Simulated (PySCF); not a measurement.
Relaxation of triplet Pd₂F⁺

Computed with UPBE0 in PySCF with F def2-TZVP, Pd def2-TZVP with ECP28; scalar-relativistic core potentials, no spin–orbit coupling; density-fitted integrals. A (50,194) grid was used.

A hand-made linear start, of D∞h symmetry, held to at least that symmetry:

```xyz
3
charge 1 multiplicity 3, angstrom
F     0.0000    0.0000    0.0000
Pd    0.0000    0.0000    1.8032
Pd    0.0000    0.0000   -1.8032
```

Optimiser trace:
```csv
step,E − E(last) (kJ/mol),largest gradient (Eh/bohr)
0,102.50,0.10518
1,14.13,0.03011
2,2.83,0.01215
3,0.16,0.00278
4,0.00,0.00032
5,0.00,0.00001
```

It ends at D∞h with F–Pd 2.047 Å (×2); Pd–F–Pd 180.0° (after a last refinement on a finer grid). A frequency run shows 2 imaginary modes (one degenerate set), down to 55i cm⁻¹, so it is a higher-order saddle point.

Open d and f shells are described by one determinant, and the ground state may have another occupation or spin.
